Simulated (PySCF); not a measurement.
# Shifts of the heteroatoms

Bonds (- single, = double, # triple, : aromatic): C1-C2, C2-C3, C2-C4, C4-C5, C5-C6, C5-C7, C7=O8, C7-F9, C5-C2. C1 carries H10, H11, H12; C3 carries H13, H14, H15; C4 carries H16, H17; C6 carries H18, H19, H20. Stereochemistry as in CC1(C)C[C@]1(C)C(=O)F. H16 is pro-R; H17 is pro-S.

- GIAO PBE0/pcSseg-1 shieldings
- GFN2-xTB geometry
- code: PySCF
- averaged over atoms made equivalent by symmetry, fast rotation or ring inversion, non-relativistic Hamiltonian, one computed conformer, no solvent

Question: Where does $^{19}$F resonate?

Answer: 
| atoms | environment | σ (ppm) | δ (ppm) |
| --- | --- | --- | --- |
| F9 | fluorine bonded to C | 116.1 | 41.3 |

Shieldings were converted by a linear fit to measured shifts: $^{19}$F (scatter 6.0 ppm rms, 7.0 ppm with the 5 outliers that the fit left out vs CFCl3, solution or neat liquid, with a term for F on sp3 carbon). A few per cent of atoms miss by over 2 rms, more outside the fitted compound classes.

On a 400 MHz spectrometer $^{19}$F resonates near 376.4 MHz, so 1 ppm is 376.4 Hz.

Question: Where does $^{17}$O resonate?

Answer: 
| atoms | environment | σ (ppm) | δ (ppm) |
| --- | --- | --- | --- |
| O8 | carbonyl oxygen | -94.1 | 352.4 |

Shieldings were converted by a linear fit to measured shifts: $^{17}$O (scatter 10.7 ppm rms, 12.2 ppm with the 3 outliers that the fit left out vs liquid water, solution or neat liquid). Occasional misses reach two or three times the rms, and more in compound classes unlike the fitted ones.

On a 400 MHz spectrometer $^{17}$O resonates near 54.2 MHz, so 1 ppm is 54.2 Hz.
